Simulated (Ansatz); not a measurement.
Consider the isomerisation: `NCB(O)O` → `NB(O)CO`.

Gas-phase electronic energies from Ansatz, PBE0-D4/def2-TZVP geometries. CCSD(T)/CBS is the MP2 limit (def2-TZVPP, def2-QZVPP) plus CCSD(T) − MP2 in def2-TZVPP, frozen cores. DFT in def2-TZVPP. One conformer a species, not always the lowest.

```csv
level,ΔE (kJ/mol)
PBE-D4,55.5
ωB97M-V,56.8
PBE0,55.7
MP2/def2-TZVPP,61.7
CCSD/def2-TZVPP,58.8
MP2/def2-QZVPP,60.0
HF/CBS(def2),53.4
CCSD/CBS(def2),56.3
```

**Question.** What does CCSD(T)/CBS give? (Best estimate.)

**Answer.** Computed: +57.2 kJ/mol. The listed levels differ from it by -1.7, -0.4, -1.5, 4.5, 1.6, 2.8, -3.8, -0.9 kJ/mol.

Largest T1 diagnostic among the species: 0.012.

In def2-TZVPP, CCSD(T) changes the Hartree–Fock value by +5.7 kJ/mol (the triples alone add +0.9 kJ/mol) and MP2 by +7.6 kJ/mol.
